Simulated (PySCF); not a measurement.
Atomic charges by several schemes

(LiF)4 cube, Li4F4.
Structure used (PBE0-D3(BJ)/def2-SVP), in Å, numbered top down from 1:
```xyz
8
Li4F4 angstrom
Li     0.766   -0.688    1.066
F     -0.142    0.837    1.404
Li    -1.429    0.080    0.387
F     -0.598   -1.514    0.208
Li     0.125   -0.761   -1.266
F      1.582   -0.084   -0.432
Li     0.538    1.368   -0.185
F     -0.842    0.762   -1.182
```

Density: PBE0/pcSseg-1 (PySCF); schemes: Mulliken, IAO, Hirshfeld and ESP-fitted. The structure is a single PBE0-D3(BJ)/def2-SVP conformer in the gas phase; no vibrational or solvent corrections.

Question: What partial charge does each atom carry?

Answer: In e:

| atom | environment | Mulliken | IAO | Hirshfeld | ESP-fitted |
| --- | --- | --- | --- | --- | --- |
| Li1 | lithium bonded to 3 F | +0.663 | +0.861 | +0.424 | +0.810 |
| F2 | fluorine bonded to 3 Li | -0.663 | -0.861 | -0.423 | -0.810 |
| Li3 | lithium bonded to 3 F | +0.663 | +0.861 | +0.424 | +0.810 |
| F4 | fluorine bonded to 3 Li | -0.663 | -0.861 | -0.423 | -0.810 |
| Li5 | lithium bonded to 3 F | +0.663 | +0.861 | +0.424 | +0.810 |
| F6 | fluorine bonded to 3 Li | -0.663 | -0.861 | -0.424 | -0.810 |
| Li7 | lithium bonded to 3 F | +0.663 | +0.861 | +0.423 | +0.810 |
| F8 | fluorine bonded to 3 Li | -0.663 | -0.861 | -0.424 | -0.810 |

Mean size of the charges over all atoms: IAO 0.861 e, ESP-fitted 0.810 e, Mulliken 0.663 e, Hirshfeld 0.424 e. Each set sums to the total charge, 0, to within 0.001 e. The IAO scheme counts the electrons in orthogonalised intrinsic atomic orbitals, a minimal basis polarised so that it spans the occupied orbitals exactly.

Lowest charge. All schemes pick atoms of one kind: Mulliken F2, F4, F6 and F8 (-0.663); IAO F2, F4, F6 and F8 (-0.861); Hirshfeld F6 and F8 (-0.424); ESP-fitted F2, F4, F6 and F8 (-0.810).

Highest charge. All schemes pick atoms of one kind: Mulliken Li1, Li3, Li5 and Li7 (+0.663); IAO Li1, Li3, Li5 and Li7 (+0.861); Hirshfeld Li1, Li3 and Li5 (+0.424); ESP-fitted Li1, Li3, Li5 and Li7 (+0.810).

Question: Sum the charges by element.

Answer: 
```tsv
element	atoms	Mulliken	IAO	Hirshfeld	ESP-fitted
Li	4	+2.653	+3.445	+1.695	+3.240
F	4	-2.653	-3.444	-1.695	-3.240
```

Question: How many electrons does the Mulliken scheme count on Li5?

Answer: Z − q = 3 − (+0.663) = 2.337.
